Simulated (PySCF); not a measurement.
BiH2(NMe2), C2H8BiN.
Geometry (PBE0-D3(BJ)/def2-SVP, Å), atoms numbered from 1 in this order:
```
atom  x, y, z in Å
Bi1    0.7035    1.5919    1.3042
H2     2.2502    1.3559    0.3753
H3     0.2144    2.8567    0.1220
N4    -0.4510    0.0803    0.2538
C5    -0.3248    0.0513   -1.1789
C6    -0.3690   -1.2307    0.8450
H7     0.6597   -0.3187   -1.5454
H8    -0.4826    1.0533   -1.6060
H9    -1.0983   -0.6154   -1.6077
H10   -0.4938   -1.1801    1.9393
H11   -1.1883   -1.8681    0.4599
H12    0.5799   -1.7764    0.6385
```

Method used: PySCF 2.14.0, PBE0-D3(BJ)/def2-SVP geometry optimisation, gas phase, def2 core potentials past Kr.

(1) Which atoms are bound to Bi1, and at what distances?

(2) List the angles at Bi1.

(3) What is the shape at Bi1?

(4) What are the other bond lengths?

(5) Give some angles away from the centre.

(6) What are the rotational constants (commonest isotopes, rigid rotor)?

Results:

(1) 3 atoms: H3 1.799 Å, H2 1.820 Å, N4 2.173 Å. The nearest atom not counted as bound is C6, at 3.05 Å.

(2) 
| angle | degrees | distance of the outer atoms (Å) |
| --- | --- | --- |
| H2–Bi1–N4 | 96.6 | 2.99 |
| H3–Bi1–N4 | 91.5 | 2.86 |
| H2–Bi1–H3 | 89.2 | 2.54 |

(3) Pyramidal: angles 96.6°, 91.5° and 89.2°, sum 277.4°, 1.06 Å off the plane of its three neighbours. The Bi–H distances aren't all alike: 1.799 to 1.820 Å.

(4) N4–C5, N4–C6 1.440 Å; C5–H7, C6–H12 1.114 Å; C5–H8 and 3 like bonds 1.104 Å.

(5) Bi1–N4–C5 116.7°, Bi1–N4–C6 113.9°, C5–N4–C6 112.7°.

(6) A = 8264, B = 1868, C = 1603 MHz: a near-prolate asymmetric top.

Charge 0, singlet. Stationary, but not proved a minimum.

On an Arm Neoverse V1 with one thread, shared host, this took 40 s of wall time. That covers the optimisation of the geometry.

One conformer stands for the species.
